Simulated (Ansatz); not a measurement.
Start from `O[SiH2]C[Si](O)(O)O` and change one atom or group to get `OC[Si](O)(O)O`.

Ansatz, PBE0-D4/def2-TZVP geometries, multiplicity 1. Each molecule was computed in one conformer, which needn't be the lowest.

| property | `O[SiH2]C[Si](O)(O)O` |
| --- | --- |
| size of the dipole moment (B3LYP/def2-TZVPP) / D | 2.38 |
| HOMO energy (ωB97M-V/def2-TZVPP) / eV | -10.68 |
| HOMO–LUMO gap (PBE/def2-TZVPP) / eV | 6.29 |
| HOMO energy (B3LYP/def2-TZVPP) / eV | -8.13 |
| LUMO energy (PBE0/def2-TZVPP) / eV | 0.30 |
| size of the dipole moment (ωB97M-V/def2-TZVPP) / D | 2.39 |

(1) What does the change do to each property? (An estimate is asked.)

## Answers

(1) The calculation gave: 
| property | `OC[Si](O)(O)O` | shift |
| --- | --- | --- |
| size of the dipole moment (B3LYP/def2-TZVPP) / D | 2.54 | 0.16 |
| HOMO energy (ωB97M-V/def2-TZVPP) / eV | -9.83 | 0.85 |
| HOMO–LUMO gap (PBE/def2-TZVPP) / eV | 5.38 | -0.91 |
| HOMO energy (B3LYP/def2-TZVPP) / eV | -7.21 | 0.92 |
| LUMO energy (PBE0/def2-TZVPP) / eV | 0.41 | 0.11 |
| size of the dipole moment (ωB97M-V/def2-TZVPP) / D | 2.57 | 0.18 |

With PBE0 the HOMO rises by 0.92 eV and the LUMO rises by 0.11 eV, so the gap narrows by about 0.81 eV. PBE moves the HOMO by 1.01 eV and ωB97M-V by 0.85 eV. Dipoles are sizes alone; their direction can turn.

B3LYP here is the variant with VWN-RPA as its local correlation; programs differ in this.
